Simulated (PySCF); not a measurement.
C₄H₁₃PSi.
Structure used (GFN2-xTB), in Å, numbered top down from 1:
```xyz
19
C4H13PSi angstrom
C     -0.593   -1.384   -0.513
C     -0.521    0.056   -0.006
C     -0.762    0.061    1.503
C     -1.598    0.891   -0.694
Si     1.216    0.787   -0.374
P      2.709   -0.520    0.669
H      0.172   -1.995   -0.034
H     -0.443   -1.427   -1.591
H     -1.565   -1.822   -0.289
H     -0.767    1.077    1.892
H     -1.723   -0.398    1.738
H      0.017   -0.500    2.018
H     -2.588    0.489   -0.479
H     -1.566    1.921   -0.347
H     -1.459    0.892   -1.772
H      1.428    0.872   -1.828
H      1.333    2.140    0.186
H      3.799    0.251    0.312
H      2.901   -1.380   -0.398
```

Method: TDDFT CAM-B3LYP/def2-SVPD, vertical, gas phase, core orbitals frozen in the response in PySCF.

Kohn–Sham orbitals with the atoms that hold most of them (Löwdin shares over 4%, at most four atoms; ? is withheld):

```json
{"orbital": "HOMO-3", "ε (eV)": "-10.79", "atoms": "C3 24%, C2 22%, C1 11%, C4 11%"}
{"orbital": "HOMO-2", "ε (eV)": "-10.54", "atoms": "Si5 25%, P6 22%, H17 20%, H19 8%"}
{"orbital": "HOMO-1", "ε (eV)": "-9.20", "atoms": "C2 31%, Si5 20%, P6 7%, C4 7%"}
{"orbital": "HOMO", "ε (eV)": "-8.64", "atoms": "?"}
{"orbital": "LUMO", "ε (eV)": "1.06", "atoms": "?"}
{"orbital": "LUMO+1", "ε (eV)": "1.34", "atoms": "P6 28%, Si5 20%, H19 12%, H17 9%"}
{"orbital": "LUMO+2", "ε (eV)": "1.62", "atoms": "P6 39%, Si5 18%, H18 11%, H19 8%"}
```

**Question.** Give the leading atoms of the HOMO.

**Answer.** P6 (bonded to Si and 2 H) 63%; Si5 (bonded to C, P and 2 H) 15%; H18 (bonded to P) 6%; H19 (bonded to P) 6%. By element: phosphorus 63%, silicon 15%, hydrogen 13% or more.

**Question.** Give the leading atoms of the LUMO.

**Answer.** Si5 (bonded to C, P and 2 H) 23%; P6 (bonded to Si and 2 H) 13%; C4 (bonded to C and 3 H) 7%; H16 (bonded to Si) 6%.

**Question.** How does S1 compare with the orbital gap of 9.70 eV?

**Answer.** S1 is at 6.50 eV (f = 0.016), 3.20 eV below the gap, made of HOMO→LUMO+2 (58%), HOMO→LUMO+1 (31%). Its leading pair isn't HOMO and LUMO; the energies of that pair differ by 10.26 eV. 

Next come S2 at 6.82 eV (f 0.025), HOMO→LUMO (53%), HOMO→LUMO+1 (23%), HOMO→LUMO+2 (10%); S3 at 7.11 eV (f 0.277), HOMO→LUMO+1 (34%), HOMO→LUMO (25%), HOMO→LUMO+2 (18%); S4 at 7.45 eV (f 0.019), HOMO-1→LUMO (77%), HOMO-1→LUMO+1 (12%); S5 at 7.54 eV (f 0.034), HOMO→LUMO+3 (34%), HOMO→LUMO+4 (28%), HOMO-1→LUMO+1 (10%).

One conformer stands for the species.
